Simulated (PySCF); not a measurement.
C₃H₂O, SMILES C#CC=O. Geometry: B3LYP-D3(BJ)/def2-SVP.

Computed equilibrium geometry at B3LYP-D3(BJ)/def2-SVP (PySCF confirms it by a frequency run) as bond lengths and angles, and its point group:
point group Cs.
Atoms: C1 C2 C3 O4 H5 H6. Bond lengths (Å): C1–C2 1.213, C1–H5 1.075, C2–C3 1.453, C3–O4 1.208, C3–H6 1.118. Bond angles (°): C2–C1–H5 179.2, C1–C2–C3 177.9, C2–C3–O4 124.2, C2–C3–H6 114.0, O4–C3–H6 121.8.
Charge 0, spin multiplicity 1.
